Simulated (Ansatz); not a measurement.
Input and output for CH3BO2Si.

```yaml
crystal:
  periodic: [false, false, false]
  atoms:
    - {symbol: O, position_ang: [-0.032964, -2.041439, 1.885518]}
    - {symbol: C, position_ang: [0.364478, -1.054200, 1.459451]}
    - {symbol: B, position_ang: [0.836936, 0.190016, 0.885315]}
    - {symbol: Si, position_ang: [-0.054914, 0.596825, -0.673253]}
    - {symbol: O, position_ang: [-1.230876, -0.337700, -1.318849]}
    - {symbol: H, position_ang: [1.694701, 0.851355, 1.375280]}
    - {symbol: H, position_ang: [0.158809, 1.788282, -1.534787]}
    - {symbol: H, position_ang: [-1.643870, -0.050340, -2.134475]}
basis:
  gaussian: {orbitals: aug-cc-pVDZ}
magnetization: {spin_polarized: true, initial_magnetization: 2}
hamiltonian: {xc: {name: B97M-V}}
```

```sh
$ ansatz run in.yaml --threads 2 --pin off --events-out ev --progress --plain --max-ram 4352MiB
```

Output, abridged:

```
Functional definition: B97M-V
1274 factors; their error is unknown
mean field evaluation 1: about -13717.6231 eV, gradient 4.9e1 eV
mean field evaluation 2: about -13673.9403 eV, gradient 1.0e2 eV
mean field evaluation 4: about -13728.3822 eV, gradient 1.6e1 eV
mean field evaluation 8: about -13729.4946 eV, gradient 2.3e-1 eV
mean field evaluation 16: about -13729.4401 eV, gradient 1.3e-3 eV
mean field -13729.44008819 eV, -504.5476170921 hartree, gradient 2.0e-5 eV, S^2 2.008000; 3 other end points of the search recorded, 0 dependent functions left out
reference -13729.44022620 eV, -504.5476221641 hartree; 23, 21 occupied and 123, 125 virtual orbitals, 1274 factors
Total energy: -13729.44022620 eV, -504.5476221641 hartree
```

Hardware: 2 threads of an Intel Xeon 6975P-C on a shared host. Wall time 9.5 s, peak host memory 0.43 GiB.
